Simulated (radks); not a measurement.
Charge is removed step by step from the 5p down level of Xe, starting from [Kr] 4d10 5s2 5p(up 3, down 3). Calculated with a radial shooting solver on a logarithmic mesh with Libxc functionals: scalar-relativistic Kohn-Sham, PBE, spin-polarised, spherical densities, point nucleus.

removed (e),E - E(0) (eV),eigenvalue (eV),E minus straight line (eV)
0,0.000,-8.235,0.000
0.125,1.091,-9.237,-0.453
0.25,2.309,-10.254,-0.781
0.375,3.655,-11.284,-0.980
0.5,5.130,-12.329,-1.050
0.625,6.736,-13.386,-0.988
0.75,8.476,-14.455,-0.793
0.875,10.350,-15.535,-0.465
1,12.359,-16.626,0.000

Removing the whole electron costs 12.359 eV by Delta-SCF, against 8.235 eV from minus the eigenvalue at the starting occupation. Slater's transition state (half an electron removed) gives 12.329 eV. Integrating minus the eigenvalue over the occupation (Janak's theorem) gives 12.363 eV. In this scalar-relativistic scheme the density is built from large components alone, so the theorem holds only approximately. The mean slope of the eigenvalue, de/dn, is 8.39 eV per electron. Ionisation energy of Xe in the NIST Atomic Spectra Database: 12.130 eV (measured).
